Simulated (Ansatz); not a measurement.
`C[N](C)[Ge][OH]` + H–F → `C[N](C)[Ge][F]` + H₂O  (ligand exchange at a Ge–O bond)

Gas-phase electronic energies from Ansatz, PBE0-D4/def2-TZVP geometries. CCSD(T)/CBS is the MP2 limit (def2-TZVPP, def2-QZVPP) plus CCSD(T) − MP2 in def2-TZVPP, frozen cores. This one scheme is used for every species. Functionals use def2-TZVPP. For Ge outer-core shells are correlated without core-valence functions, which leaves a few kJ/mol of doubt a bond. Scalar relativity is left out up to krypton. One conformer a species, not always the lowest.

`C[N](C)[Ge][OH]`:

```xyz
12

C    -0.042    0.358    1.054
N     0.046   -0.066   -0.316
C     0.596    0.949   -1.180
Ge   -0.435   -1.669   -1.086
O    -1.092   -2.571    0.317
H    -0.715    1.218    1.168
H    -0.413   -0.438    1.702
H     0.942    0.657    1.441
H     0.649    0.584   -2.210
H     1.611    1.236   -0.872
H    -0.019    1.859   -1.178
H    -1.128   -2.117    1.162
```

H–F:

```xyz
2

F    -0.040    0.321    0.327
H     0.040   -0.321   -0.327
```

`C[N](C)[Ge][F]`:

```xyz
11

C     0.998   -0.574    0.208
N    -0.088    0.336   -0.061
C    -1.383   -0.294   -0.129
Ge    0.038    2.136   -0.310
F     1.795    2.250   -0.108
H     0.851   -1.085    1.169
H     1.941   -0.031    0.242
H     1.063   -1.346   -0.570
H    -1.635   -0.793    0.816
H    -2.160    0.449   -0.335
H    -1.419   -1.049   -0.924
```

H₂O:

```xyz
3

O     0.389   -0.014    0.005
H    -0.224   -0.694    0.293
H    -0.165    0.708   -0.298
```

```csv
level,ΔE (kJ/mol)
PBE,-49.6
r2SCAN,-51.1
CCSD(T)/def2-SVP,-51.1
MP2/CBS(def2),-42.6
```

Question: What does CCSD(T)/CBS give? (Estimate.)

Answer: Ansatz gave: -45.1 kJ/mol. The listed levels differ from it by -4.5, -6.0, -6.0, 2.5 kJ/mol.

Largest T1 diagnostic among the species: 0.015.

The D4 term adds +3.7 kJ/mol with B3LYP and +2.0 kJ/mol with PBE0; it sums over pairs of atoms, weighted by their polarisabilities, and B3LYP, whose exchange is more repulsive, gets the larger term. At CCSD(T), def2-SVP lies −6.1 kJ/mol from the extrapolated value and def2-TZVPP +1.9 kJ/mol.

B3LYP here is the variant with VWN-RPA as its local correlation; programs differ in this.
